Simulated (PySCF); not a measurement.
**Calculated NMR parameters of C=C(C)[SiH2]N(C)C**

```yaml
Formula: C5H13NSi
SMILES: C=C(C)[SiH2]N(C)C
Point_group_of_the_computed_structure: C1
Degrees_of_unsaturation: 1
Carbon_signals: 4
Proton_signals: 5
```

Atom-mapped SMILES (the numbers label the heavy atoms): `[CH2:1]=[C:2]([CH3:3])[SiH2:4][N:5]([CH3:6])[CH3:7]`. Each H is labelled by its parent atom. Ha(C1) is cis to C3; Hb(C1) is trans to C3.

Computational details: GFN2-xTB geometry, shielding tensors at PBE0/pcSseg-1 (GIAO), in PySCF 2.14 (in vacuum, one averaged value for each set of equivalent atoms, one conformer, relativity neglected).

Scale: ¹H (σref 31.72), ¹³C (σref 186.93), ²⁹Si (σref 349.16) against TMS; ¹⁵N (σref 267.73) vs NH3 (reference shieldings calculated alike).

```tsv
carbon	δC, type	δH (multiplicity)	HMBC from (2–3 bonds)	span of the C tensor (ppm)
C1	137.3, CH2	Hb(C1) 5.80 (br s); Ha(C1) 6.18 (br s)	H(Si4), H(C3)	214
C2	153.6, C	–	Ha(C1), Hb(C1), H(Si4), H(C3)	259
C3	26.5, CH3	2.07 (s)	Ha(C1), Hb(C1), H(Si4)	41
C6/C7	40.8, CH3	2.58 (s)	H(Si4), H(C6)/H(C7)	63
```

Other nuclei:
| atoms | nucleus | environment | δ (ppm) | σ (ppm) |
| --- | --- | --- | --- | --- |
| H(Si4) | ¹H | hydrogen on a silicon bonded to C, N | 4.83 | 26.89 |
| Si4 | ²⁹Si | silicon bonded to C, N, 2 H | -25.3 | 374.4 |
| N5 | ¹⁵N | nitrogen bonded to 2 C, Si | 15.0 | 252.7 |

- Carbon types of the structure: 1 × C, 1 × CH2, 3 × CH3, leaving 2 H on heteroatoms.
- δC 153.6: fully substituted alkene carbon; an sp2 carbon of a C=C bond.
- δC 137.3: terminal =CH2 carbon; an sp2 carbon of a C=C bond.
- δC 40.8: methyl carbon bonded to N; deshielded by the electronegative neighbour.
- δH 6.18, 5.80: hydrogen on a terminal =CH2 carbon; attached to an sp2 carbon and in the plane of the double bond.
- δH 2.07: hydrogen on an allylic methyl carbon; allylic position.

Shifts are as computed. Against solution values, carbons near 30 ppm lie about +3 ppm off and those near 130 ppm about +5 ppm (rms about the fit 2.1 ppm; single classes can miss by 10 ppm). Of 1328 compounds with measured shifts, 309 miss one by over three times the rms of a fit or turn the order of signals round; such compounds aren't used in these exercises. Signals without a measured value on file couldn't be tested in this way; 1H shifts scatter by 0.2 ppm about their fit, and single ones miss by 0.5 ppm. Experimental scales use liquid or dissolved standards, which lie at an offset from isolated NH3 (liquid NH3: subtract about 20 ppm). Multiplicities follow the n + 1 count of equivalent neighbours, as no J values were calculated; m marks all less simple cases, F and P coupling included.
